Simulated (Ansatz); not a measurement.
Several settings on one geometry of the cluster Si2W2⁻ (the lowest doublet isomer of a short search) (that of the charge -1 doublet, PBE0-D4/def2-SVPD). Ansatz on 4 threads of Arm Neoverse V1 on a shared host; times are rough.

Cartesian coordinates in Å:
```
W -1.3499 -0.1538 -1.0985
W 0.4441 1.0675 -0.7330
Si 0.3330 -1.3809 0.2190
Si 0.5728 0.4672 1.6125
```

Totals from different functionals, basis sets or treatments of relativity can't be compared as stabilities.

In the def2 sets W takes a core potential; there is no spin–orbit coupling. Correlated methods freeze 10 core orbitals; core or outer-core shells of W are correlated, in sets that lack core-valence functions.

At PBE0-D4/def2-SVPD a quartet lies 0.42 eV below the doublet of charge -1, at its own geometry.

The spins typed aren't always the lowest for that charge.

Problem. Give the basis size and estimate the energy, ⟨S²⟩ and time of these runs.

| run | method | charge | state | further keys |
| --- | --- | --- | --- | --- |
| 1 | UHF/def2-mTZVPP | -1 | doublet | scf: {omitted_lower_state_checks: [starts]} |
| 2 | RKS B2PLYP/def2-SVP | 0 | singlet | scf: {omitted_lower_state_checks: [starts]}; forces asked |
| 3 | UKS B97M-V/def2-SVP | -1 | doublet | scf: {lower_state_search: light}; forces asked |

Solution. 
| run | functions | energy (Eh) | ⟨S²⟩ | wall time |
| --- | --- | --- | --- | --- |
| 1 | 126 | -710.4606 | 4.29 | 5.5 s |
| 2 | 100 | -712.3161 | – | 8.5 s |
| 3 | 100 | -712.7197 | 1.58 | 1.9 min |

The highest occupied level of an anion often lies above zero with these methods, and sets without diffuse functions describe the outer electron poorly. At UHF/def2-mTZVPP, UKS B97M-V/def2-SVP the charge -1 doublet is spin-contaminated (final ⟨S²⟩ up to 4.29, 0.75 for a pure state). At RKS B2PLYP/def2-SVP the restricted singlet is unstable: a solution with broken spin symmetry lies lower. A triplet lies near this restricted singlet, and broken spin symmetry wasn't tried.
